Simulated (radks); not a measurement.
Re2+, 73 electrons, occupied as [Kr] 4d10 4f14 5s2 5d(up 2.5, down 2.5) 5p(up 3, down 3) (fractional occupations, a model configuration).

Calculated with a radial shooting solver on a logarithmic mesh with Libxc functionals: scalar-relativistic Kohn-Sham, PBEsol, spin-polarised, spherical densities, finite nucleus; Fermi nuclear charge, rms radius 5.3698 fm.

Energy parts (Ry):
| part | energy |
|---|---|
| total | -33367.2994 |
| kinetic | 36855.7988 |
| electron-nucleus | -82505.7082 |
| Hartree | 12932.7794 |
| exchange-correlation | -650.1694 |

Orbitals (lengths in bohr, moments of r in powers of bohr; r(90%) holds 90 % of the orbital's charge):
| orbital | occ. | eigenvalue (Ry) | r(90%) | <r> |
|---|---|---|---|---|
| 1s | 2 | -5264.487 | 0.0329 | 0.01804 |
| 2s | 2 | -913.8572 | 0.118 | 0.07624 |
| 2p | 6 | -797.9849 | 0.111 | 0.06835 |
| 3s | 2 | -212.5004 | 0.290 | 0.1975 |
| 3p | 6 | -178.3174 | 0.296 | 0.1979 |
| 3d | 10 | -139.4833 | 0.278 | 0.1793 |
| 4s | 2 | -45.28630 | 0.633 | 0.4407 |
| 4p | 6 | -34.06826 | 0.681 | 0.4687 |
| 4d | 10 | -19.97706 | 0.749 | 0.5001 |
| 4f | 14 | -4.33414 | 0.955 | 0.5805 |
| 5s | 2 | -7.48733 | 1.49 | 1.036 |
| 5p | 6 | -4.68070 | 1.76 | 1.207 |
| 5d | 5 | -1.57632 | 2.75 | 1.778 |

The highest occupied level is 5d at -21.447 eV. The density falls to 0.001 e/bohr^3 at r = 3.70 bohr. The electron density at the nucleus is 1.647e+06 e/bohr^3 (large components only).
